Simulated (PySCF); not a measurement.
**M06-2X on Tl⁺ (thallium, charge +1)**

Configuration: [Xe] 4f14 5d10 6s1 6d1, high-spin 3D determinant (an excited configuration). All numbers are calculated (PySCF 2.14, the spin-free X2C one-electron Hamiltonian (Gaussian nucleus), in aug-cc-pwCVTZ-DK3 with one added diffuse shell each of s, d, f type (12s10p9d6f1g, 138 functions)).

- Total energy: -20249.19 hartree
- One-electron energy: -27684.32 hartree
- Hartree (Coulomb) energy: 7824.13 hartree
- Exchange-correlation energy: -389.00 hartree
- ⟨S²⟩: 2.0006
- ⟨L²⟩: 6.001
- Sum of ⟨r⟩: 47.08 bohr
- Sum of ⟨r²⟩: 79.52 bohr²
- Traceless quadrupole moment −½Σ⟨3z² − r²⟩ along its main axis: 10.1 e·bohr²
- Langevin diamagnetic susceptibility: -63.0 ×10⁻⁶ cm³/mol
- Time after the integrals: 22 s of wall time on 1 thread of Intel(R) Xeon(R) Platinum 8175M CPU @ 2.50GHz (shared host)

```tsv
shell	electrons	mean orbital energy (eV)	spread (eV)	rms radius, mean of both spins (bohr)
1s α	1	-85632.9	0	0.0184
1s β	1	-85632.9	0	0.0184
2s α	1	-15324.1	0	0.0743
2s β	1	-15324.0	0	0.0743
2p α	3	-13260.0	0.005	0.0683
2p β	3	-13260.0	0.009	0.0683
3s α	1	-3699.2	0	0.190
3s β	1	-3699.2	0	0.190
3p α	3	-3099.2	0.015	0.192
3p β	3	-3099.2	0.016	0.192
3d α	5	-2443.3	0.012	0.176
3d β	5	-2443.3	0.017	0.176
4s α	1	-850.72	0	0.417
4s β	1	-850.61	0	0.417
4p α	3	-651.53	0.027	0.445
4p β	3	-651.48	0.030	0.445
4d α	5	-408.57	0.028	0.473
4d β	5	-408.54	0.036	0.473
5s α	1	-155.30	0	0.931
5s β	1	-154.96	0	0.931
4f α	7	-140.73	0.028	0.511
4f β	7	-140.71	0.035	0.511
5p α	3	-98.107	0.048	1.07
5p β	3	-97.867	0.069	1.07
5d α	5	-32.155	0.079	1.47
5d β	5	-31.669	0.107	1.47
6s α	1	-22.429	0	2.43
6d α	1	-5.346	0	5.95
```

Spin-orbit coupling, absent here, splits the open shell strongly. The outer electron is Rydberg-like, and this basis confines it to a smaller radius and binds it less than a complete one would.

Densities and radii are taken from the X2C orbitals without a picture-change correction, which distorts them close to the nucleus.
